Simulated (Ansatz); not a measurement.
```xyz
6

S     0.354   -1.568   -1.144
Ga    0.597    0.341   -0.100
S    -0.868    1.275    1.230
Br    2.553    1.456   -0.429
H    -0.875   -1.786   -0.646
H    -1.762    0.282    1.090
```

The species carries charge 0 and has multiplicity 1.

(1) List the PBE/def2-TZVPP orbital energies in eV (the Gaussian-basis code of Ansatz). (Best estimate.)

Answers

(1) Ansatz gave: Occupied: -13088.96, -10094.91, -2396.34, -2396.34, -1682.09, -1516.46, -1516.40, -1516.39, -1234.78, -1094.48, -1094.40, -1094.39, -228.87, -209.28, -209.28, -171.04, -170.85, -170.82, -155.42, -155.42, -155.34, -155.34, -155.21, -155.21, -144.59, -99.14, -98.99, -98.95, -67.70, -67.66, -67.64, -67.50, -67.50, -21.29, -21.23, -21.18, -21.09, -21.06, -19.11, -18.42, -18.11, -11.65, -10.61, -9.93, -8.57, -8.03, -7.76, -7.19, -7.02, -6.70. Lowest empty: -2.24, -1.86, -1.21, -0.21, 0.09, 1.52, 2.35, 2.98.
